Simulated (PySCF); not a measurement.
# Assignment exercise: C$_{6}$H$_{9}$NSi

Geometry (Å), atoms numbered from 1 in this order:
```xyz
17

C    -3.1550   -0.4219    0.0367
C    -1.8977   -0.0254   -0.0016
C    -0.6377   -0.8426    0.1445
N     0.2799    0.2872   -0.0105
C     1.6115    0.1737    0.0302
C     2.8153    0.6784   -0.0243
C     2.7280   -0.8080    0.1979
Si   -0.8926    1.5630   -0.2247
H    -3.4307   -1.4554    0.1879
H    -3.9691    0.2736   -0.0830
H    -0.5060   -1.5964   -0.6381
H    -0.5365   -1.3307    1.1190
H     3.4766    1.4982   -0.1358
H     2.9379   -1.2262    1.1802
H     2.9702   -1.4956   -0.6100
H    -0.8795    2.1885   -1.5466
H    -0.9215    2.5515    0.8527
```

PySCF calculation with shieldings: GIAO PBE0/pcSseg-1 and structure optimised with GFN2-xTB; non-relativistic Hamiltonian, no solvent, a single conformation, one averaged value for each set of equivalent atoms.

δ = σ(ref) − σ, references computed at the same level: TMS for 13C (186.93 ppm), 1H (31.72 ppm).

Question: Assign these signals to the numbered atoms. 13C{1H} NMR (computed): δ 152.9 (C), 132.8 (CH2), 129.2 (C), 69.2 (CH), 64.7 (CH2), 12.2 (CH2).

Answer: 
152.9 → C2, fully substituted alkene carbon: the olefinic region
132.8 → C1, terminal =CH2 carbon: the olefinic region
129.2 → C5, alkene carbon bearing nitrogen: an sp2 carbon of a C=C bond
69.2 → C6, β carbon of an enol-ether or enamine type C=C: the O or N lone pair pushes π density onto this β carbon and shields it
64.7 → C3, allylic sp3 CH2 bonded to N: deshielded by the electronegative neighbour
12.2 → C7, three-membered-ring carbon: carbons of three-membered rings are unusually shielded

Question: Assign these signals to the numbered atoms. 1H NMR (400 MHz, computed): δ 6.13 (br s, 1H), 5.95 (br s, 1H), 5.71 (s, 2H), 5.11 (t, 1H), 4.85 (s, 2H), 1.52 (m, 2H).

Answer: 
| δ (ppm) | atoms | environment | reason |
| --- | --- | --- | --- |
| 6.13 | H9 | hydrogen on a terminal =CH2 carbon | a vinylic proton, deshielded by the sp2 carbon and the C=C anisotropy |
| 5.95 | H10 | hydrogen on a terminal =CH2 carbon | – |
| 5.71 | H16/H17 | hydrogen on a silicon bonded to C, N, in a 4-membered ring | – |
| 5.11 | H13 | hydrogen on a β carbon of an enol-ether or enamine type C=C | attached to an sp2 carbon and in the plane of the double bond |
| 4.85 | H11/H12 | hydrogen on an allylic sp3 CH2 bonded to N | its carbon carries N, hence the downfield position |
| 1.52 | H14/H15 | hydrogen on a three-membered-ring carbon | cyclopropane-type protons are shielded by the ring |

Shifts are as computed. Against solution values, carbons near 30 ppm lie about +3 ppm off and those near 130 ppm about +5 ppm. Of 1211 compounds with measured shifts, 218 miss one by over three times the rms of a fit or turn the order of signals round; such compounds aren't used in these exercises. Multiplicities follow the n + 1 count of equivalent neighbours, as no J values were calculated; m marks all less simple cases, F and P coupling included.
